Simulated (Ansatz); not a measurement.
A structure relaxed at PBE0-D4/def2-SVP in Ansatz, charge 0, singlet:

```xyz
8

Li    3.116    2.036   -1.922
Li   -0.276    0.932   -1.818
Li   -1.920   -3.184    0.240
Li    0.854    1.251    0.748
Li   -2.385   -0.666    1.536
Li   -0.203   -2.338    2.371
Te    1.030    3.061   -1.107
Te   -0.216   -1.091   -0.048
```

Question: Give its formula.

Answer: Li₆Te₂.

Question: Summarise the bond lengths by kind (pairs closer than 1.2 times the sum of covalent radii, bridged metal pairs left out).

Answer: 8 × Li–Te 2.46 to 2.72 Å.

In the def2 sets Te takes a core potential; there is no spin–orbit coupling. The restricted singlet is unstable towards broken spin symmetry in Hartree–Fock (as tested in another run); at PBE0-D4/def2-SVP this wasn't settled. Another isomer (singlet) lies 1.20 eV lower at PBE0-D4/def2-TZVP; other spin states weren't run for this one.
